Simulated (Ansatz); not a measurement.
FH5O2Si2, SMILES `O[SiH](O)[SiH2]F`, relaxed with RKS PBE0-D4/def2-TZVP in the Gaussian-basis code of Ansatz from a PBE-D4/def2-SVP geometry. The force threshold is 0.005 eV/Å; the program also tests the step.

Charge 0, multiplicity 1.

Start:

```xyz
10

O    -1.653   -0.432   -0.812
Si   -0.743    0.297    0.402
O    -0.605   -0.605    1.814
Si    1.416    0.311   -0.531
F     1.269   -0.949   -1.606
H    -1.125   -1.075   -1.326
H    -1.426    1.608    0.668
H    -1.430   -0.721    2.320
H     1.735    1.552   -1.322
H     2.563    0.012    0.393
```

**Question.** By how much does the energy fall, and how many steps does the optimiser take? (Best estimate.)

**Answer.** Computed: 11.39 kJ/mol, in 16 steps.

**Question.** Which bonds change most? (An estimate is asked.)

**Answer.** Ansatz gave: Si4–F5 from 1.663 to 1.614 Å; O1–Si2 from 1.684 to 1.646 Å; Si2–O3 from 1.681 to 1.645 Å; Si4–H9 from 1.506 to 1.488 Å.

**Question.** Give the relaxed structure. (Best estimate.)

**Answer.** Computed: 
```xyz
10

O    -1.766   -0.328   -0.774
Si   -0.720    0.260    0.352
O    -0.609   -0.677    1.699
Si    1.457    0.302   -0.542
F     1.574   -0.977   -1.520
H    -1.499   -1.114   -1.254
H    -1.274    1.598    0.686
H    -1.390   -0.775    2.248
H     1.694    1.515   -1.370
H     2.533    0.197    0.476
```
